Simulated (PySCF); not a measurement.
## Te (tellurium, neutral): UHF calculation

Configuration: [Kr] 4d10 5s2 5p3 6s1, high-spin 5S determinant (an excited configuration). All numbers are calculated (PySCF 2.14, a scalar-relativistic core potential, in aug-cc-pwCVTZ-PP with ECP28MDF).

```
Total energy             : -266.833140 hartree
One-electron energy      : -463.3822 hartree
Hartree (Coulomb) energy : 216.2220 hartree
Exchange energy          : -19.6729 hartree
⟨S²⟩                     : 6.0017
⟨L²⟩                     : 0.000
Sum of ⟨r⟩               : 33.77 bohr
Sum of ⟨r²⟩              : 84.24 bohr²
```

```csv
shell,electrons,mean orbital energy (hartree),"rms radius, mean of both spins (bohr)"
4s α,1,-7.28591,0.820
4s β,1,-7.26346,0.820
4p α,3,-5.24962,0.882
4p β,3,-5.22833,0.882
4d α,5,-2.10308,1.04
4d β,5,-2.08532,1.04
5s α,1,-0.98867,2.21
5s β,1,-0.72133,2.21
5p α,3,-0.51223,2.69
6s α,1,-0.11220,5.99
```

Energies and moments cover only the electrons outside the core potential. The outer electron is Rydberg-like, and this basis confines it to a smaller radius and binds it less than a complete one would.
